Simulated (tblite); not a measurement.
C2H12OSi3.
Cartesian coordinates in Å at the GFN2-xTB level; atoms count from 1:
```
atom  x, y, z in Å
Si1    2.964   -0.546    0.160
O2     1.369   -0.314    0.318
C3     0.474    0.258   -0.598
C4    -0.813    0.593    0.128
Si5   -1.092   -0.797    1.411
Si6   -2.236    0.907   -1.085
H7     3.260   -1.086    1.476
H8     3.270   -1.472   -0.937
H9     3.639    0.726   -0.124
H10    0.287   -0.471   -1.399
H11    0.927    1.144   -1.061
H12   -0.645    1.513    0.698
H13   -0.183   -0.685    2.548
H14   -2.466   -0.650    1.909
H15   -0.960   -2.099    0.758
H16   -1.853    1.956   -2.038
H17   -2.534   -0.315   -1.835
H18   -3.417    1.346   -0.342
```

Level: GFN2-xTB in tblite, geometry and Hessian alike; calculated harmonic values, unscaled, isolated species. The method is semi-empirical: single wavenumbers can be off by several per cent or more. Modes of hydrogen on silicon can be 10 to 20 % off. One conformer, not necessarily the lowest.

Harmonic wavenumbers (cm⁻¹): 37.9, 57.4, 98.1, 110.9, 139.4, 165.8, 183.2, 223.5, 273.7, 356.5, 505.9, 524.6, 528.0, 580.1, 600.0, 625.1, 658.4, 743.7, 763.2, 770.1, 784.4, 791.0, 794.9, 799.6, 807.4, 824.9, 838.2, 896.5, 973.0, 1089.8, 1114.8, 1126.3, 1212.0, 1287.1, 1356.0, 1505.5, 2203.6, 2215.7, 2227.3, 2236.5, 2254.7, 2268.2, 2276.9, 2291.9, 2351.3, 2869.1, 2904.6, 2920.2.

A = 3049, B = 890.4, C = 719.3 MHz; mass 136.020 u (most abundant isotopes); point group C1, symmetry number 1.

Task: What is the zero-point energy?

Result: Half the sum of the wavenumbers: 26583 cm⁻¹ = 318.01 kJ/mol.

Task: Entropy at 273.15 K, 1 bar (ideal gas, RRHO, classical rotation)?

Result: Translation 168.31, rotation 122.29, vibration 134.50: S = 425.1 J/(mol K).

Task: And Cp and H(273.15 K) − H(0)?

Result: Cp = 168.96 J/(mol K), of which vibrations give 135.70 (their classical limit is 48 R = 399.1); H(273.15 K) − H(0) = 28.11 kJ/mol without the zero-point energy, 19.02 from vibrations.

Task: Blend soft modes into free rotors: weight 1/[1 + (100 cm⁻¹/ν̃)⁴] for the oscillator and the rest for a rotor with moment μB/(μ + B), μ = h/(8π²ν), B = 10⁻⁴⁴ kg m². What vibrational entropy results?

Result: 122.58 J/(mol K) in place of 134.50, which changes −T·S at 273.15 K by +3.26 kJ/mol.

Task: Which modes carry the vibrational entropy at 273.15 K?

Result: 37.9 cm⁻¹: 21.73; 57.4 cm⁻¹: 18.29; 98.1 cm⁻¹: 13.90; 110.9 cm⁻¹: 12.90; 139.4 cm⁻¹: 11.07; 165.8 cm⁻¹: 9.70 J/(mol K); the other 42 give 46.92 together.

Hindered rotation and anharmonicity are outside this model. Other conformers, if any are populated, would add a mixing term that is left out. The structure is chiral; the term R ln 2 for an equal mix with its mirror image is left out.
